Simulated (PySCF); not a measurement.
State search for ScC

Unrestricted PBE0; PySCF, no relativity, basis sets Sc def2-TZVPP, C def2-TZVPP. Outer shells of the fragments: Sc 3d1 4s2; C 2s2 2p2.

Followed along the bond (rough minima from three points):

```
2Ms+1         unpaired  ⟨S²⟩ at the start  R at minimum (Å)  Te (eV)
    4        σ ↑↑, π ↑               3.90              1.86     0.00
    4        σ ↑, π ↑↑               3.77              1.96     0.31
    2        σ ↓, π ↑↑               1.98              1.99     0.31
    6  σ ↑↑, π ↑↑, δ ↑               8.75              2.13     0.38
    2        π ↑↑, δ ↓               2.67              2.18     0.51
    4        π ↑↑, δ ↑               4.52              2.16     0.62
```

Solutions found at the starting distance of 2.030 Å, counted from the lowest of them; the search is not exhaustive and high or unbound solutions are not listed, so other states can lie among these:

| 2Ms+1 | unpaired | term | E (eV) | ⟨S²⟩ | ⟨Lz²⟩ | μ (D) |
| --- | --- | --- | --- | --- | --- | --- |
| 4 | σ ↑↑, π ↑ | ⁴Π | 0.00 | 3.90 | 1.11 | -4.28 |
| 2 | σ ↓, π ↑↑ | mixed | 0.07 | 1.98 | 0.00 | -3.93 |
| 4 | σ ↑, π ↑↑ | ⁴Σ⁻ | 0.08 | 3.77 | 0.00 | -4.53 |
| 6 | σ ↑↑, π ↑↑, δ ↑ | ⁶Δ | 0.19 | 8.75 | 4.00 | -2.54 |
| 2 | π ↑↑, δ ↓ | mixed | 0.38 | 2.67 | 4.00 | -2.02 |
| 4 | π ↑↑, δ ↑ | mixed | 0.46 | 4.52 | 4.00 | -1.77 |

A term symbol is given only where ⟨S²⟩ and ⟨Lz²⟩ are close to those of a pure state; real π, δ and φ orbitals otherwise mix terms. A positive dipole means Sc(−)C(+).

Question: Compare the gap between the two lowest followed solutions at the starting distance with the gap between their minima.

Answer: At PBE0 the second solution (quartet, unpaired electrons σ ↑, π ↑↑) lies +0.08 eV from the first (quartet, unpaired electrons σ ↑↑, π ↑) at 2.030 Å and +0.31 eV at the minima; the two curves relax by different amounts, since their minima lie near 1.96 and 1.86 Å.

With d or f electrons several states lie close, and the lowest PBE0 determinant need not be the measured ground state.
